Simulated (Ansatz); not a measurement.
The inner images of a band of C₂H₅AlCl₂ (10 atoms, charge 0, multiplicity 1) are given out of order.

Computed with RKS PBE-D4/6-31G (Ansatz 0.2.0).

First end point:

```xyz
10
Properties=species:S:1:pos:R:3
Al -0.061 0.754 1.434
C 0.365 -0.776 0.142
C 0.046 -0.162 -1.165
Cl -0.556 -1.287 -2.527
Cl -1.435 1.166 -0.820
H 0.952 2.012 1.418
H -1.149 0.483 2.593
H 1.417 -1.109 0.162
H -0.297 -1.625 0.376
H 0.802 0.492 -1.612
```

Last end point:

```xyz
10
Properties=species:S:1:pos:R:3
Al -0.063 0.753 1.434
C 0.366 -0.776 0.141
C 0.047 -0.163 -1.166
Cl -0.561 -1.287 -2.524
Cl -1.430 1.171 -0.820
H -1.154 0.480 2.589
H 0.949 2.012 1.423
H 1.419 -1.106 0.163
H -0.294 -1.626 0.375
H 0.804 0.490 -1.615
```

Question: Put them in order from the first end to the last, with their energies above the first end.
A.
```xyz
10
Properties=species:S:1:pos:R:3
Al 0.138 0.708 1.646
C 0.089 -0.621 0.134
C 0.008 -0.069 -1.255
Cl -0.069 -1.456 -2.565
Cl -1.504 1.031 -1.479
H -0.389 2.226 1.522
H 0.751 0.135 3.031
H 0.983 -1.269 0.217
H -0.785 -1.275 0.331
H 0.861 0.538 -1.578
```
B.
```xyz
10
Properties=species:S:1:pos:R:3
Al 0.042 0.727 1.522
C 0.233 -0.742 0.142
C 0.028 -0.103 -1.186
Cl -0.238 -1.300 -2.618
Cl -1.536 1.030 -1.042
H 0.711 2.170 1.249
H -0.618 0.330 2.943
H 1.208 -1.260 0.177
H -0.559 -1.485 0.346
H 0.813 0.581 -1.529
```
C.
```xyz
10
Properties=species:S:1:pos:R:3
Al 0.139 0.714 1.643
C 0.126 -0.627 0.132
C -0.016 -0.073 -1.252
Cl -0.096 -1.456 -2.566
Cl -1.561 0.992 -1.432
H -1.033 1.799 1.856
H 1.364 0.582 2.696
H 1.061 -1.215 0.183
H -0.710 -1.324 0.342
H 0.810 0.557 -1.600
```
D.
```xyz
10
Properties=species:S:1:pos:R:3
Al 0.083 0.732 1.566
C 0.211 -0.704 0.141
C -0.013 -0.106 -1.209
Cl -0.250 -1.390 -2.581
Cl -1.551 1.031 -1.176
H -1.308 1.080 2.298
H 1.473 1.417 2.038
H 1.207 -1.182 0.159
H -0.553 -1.473 0.354
H 0.785 0.545 -1.586
```
E.
```xyz
10
Properties=species:S:1:pos:R:3
Al 0.125 0.709 1.612
C 0.134 -0.660 0.136
C -0.008 -0.072 -1.230
Cl -0.079 -1.394 -2.595
Cl -1.589 0.969 -1.332
H 0.252 2.290 1.314
H 0.080 0.121 3.118
H 1.068 -1.253 0.191
H -0.696 -1.362 0.341
H 0.796 0.600 -1.553
```

Answer: B (+1.8 kcal/mol), E (+3.9 kcal/mol), A (+5.5 kcal/mol), C (+6.3 kcal/mol), D (+4.4 kcal/mol).

Time of the run: 100 s on 1 thread of AMD EPYC 9R45 96-Core Processor (Zen 5), on a shared host, peak memory 0.14 GiB.
